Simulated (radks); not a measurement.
Species: Pm III. Configuration: [Xe] 4f5.

Method: scalar-relativistic Kohn-Sham, BLYP, spin-polarised, spherical densities, finite nucleus; open shells are filled with parallel spins first (spin-orbit coupling, left out, can overturn this in heavy ions); Fermi nuclear charge, rms radius 4.962 fm; computed with a radial shooting solver on a logarithmic mesh with Libxc functionals.

Energy parts (eV):
total: -272665.84
kinetic: 290803.46
electron-nucleus: -662199.61
Hartree: 104969.82
exchange-correlation: -6239.50

Orbitals (lengths in bohr, moments of r in powers of bohr; <r^-3> diverges for s and p1/2; r(90%) holds 90 % of the orbital's charge):
\begin{tabular}{lrrrrr}
orbital & occ. & eigenvalue (eV) & r(90%) & <r^-3> & <r^2> \\ \hline
1s down & 1 & -45035.84 & 0.0419 & - & 0.0007317 \\
1s up & 1 & -45035.84 & 0.0419 & - & 0.0007317 \\
2s up & 1 & -7332.736 & 0.153 & - & 0.01156 \\
2s down & 1 & -7332.717 & 0.153 & - & 0.01156 \\
2p up & 3 & -6550.536 & 0.142 & 9580 & 0.009259 \\
2p down & 3 & -6550.524 & 0.142 & 9580 & 0.009259 \\
3s up & 1 & -1608.858 & 0.382 & - & 0.07760 \\
3s down & 1 & -1607.435 & 0.382 & - & 0.07751 \\
3p up & 3 & -1363.214 & 0.388 & 1964 & 0.07767 \\
3p down & 3 & -1361.799 & 0.387 & 1967 & 0.07756 \\
3d up & 5 & -1026.136 & 0.369 & 267.5 & 0.06573 \\
3d down & 5 & -1025.041 & 0.368 & 267.9 & 0.06559 \\
4s up & 1 & -331.1704 & 0.852 & - & 0.3970 \\
4s down & 1 & -327.3845 & 0.852 & - & 0.3968 \\
4p up & 3 & -250.5845 & 0.914 & 430.3 & 0.4487 \\
4p down & 3 & -246.7996 & 0.914 & 430.2 & 0.4486 \\
4d up & 5 & -136.7561 & 1.04 & 48.39 & 0.5505 \\
4d down & 5 & -132.9964 & 1.04 & 48.33 & 0.5518 \\
5s up & 1 & -55.6658 & 2.06 & - & 2.305 \\
5s down & 1 & -53.4732 & 2.09 & - & 2.364 \\
5p up & 3 & -36.1914 & 2.45 & 58.90 & 3.170 \\
5p down & 3 & -34.5210 & 2.50 & 55.68 & 3.291 \\
4f up & 5 & -16.1054 & 1.79 & 5.614 & 1.400 \\
4f down & 0 & -12.9235 & 1.97 & 5.291 & 1.675 \\
\end{tabular}

The highest occupied level is 4f up at -16.105 eV. Summed over all electrons, <r^2> = 41.41 bohr^2, which gives a Langevin (diamagnetic) susceptibility term of -32.8 x 10^-6 cm^3/mol. Spin moment in Bohr magnetons: 5. The electron density at the nucleus is 5.14e+05 e/bohr^3 (large components only).
